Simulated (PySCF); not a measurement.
How methods differ on the ionisation energy of Sb⁺

Sb⁺ [Kr] 4d10 5s2 5p2 (3P) → Sb²⁺ [Kr] 4d10 5s2 5p1 (2P), as a difference of total energies. All numbers are calculated (PySCF 2.14, a scalar-relativistic core potential, in aug-cc-pwCVDZ-PP with ECP28MDF (6s5p4d1f, 48 functions)). Correlated levels: valence: 4s2 4p6 4d10 frozen; valence and next inner shell: nothing frozen outside the core potential. The calculations carry no spin-orbit coupling.

```
                                method  ionisation energy (eV)  difference from reference (eV)
                                   UHF                  15.995                          -0.631
                                   LDA                  16.646                          +0.020
                                   PBE                  16.463                          -0.163
                                  PBE0                  16.524                          -0.102
                                r2SCAN                  16.645                          +0.019
                                  BLYP                  16.298                          -0.328
                                 HSE06                  16.517                          -0.109
                                 M06-L                  16.107                          -0.519
                                PBEsol                  16.495                          -0.131
                         MP2 (valence)                  16.236                          -0.390
                     SCS-MP2 (valence)                  16.177                          -0.449
    MP2 (valence and next inner shell)                  16.366                          -0.260
SCS-MP2 (valence and next inner shell)                  16.259                          -0.367
```

Reference: 16.626 ± 0.025 eV (measured; NIST Atomic Spectra Database, ionization energies).

The reference lies between the lowest fine-structure levels, while these numbers refer to the centres of the terms.

Errors of the correlated levels include the incompleteness of this basis and the frozen core.
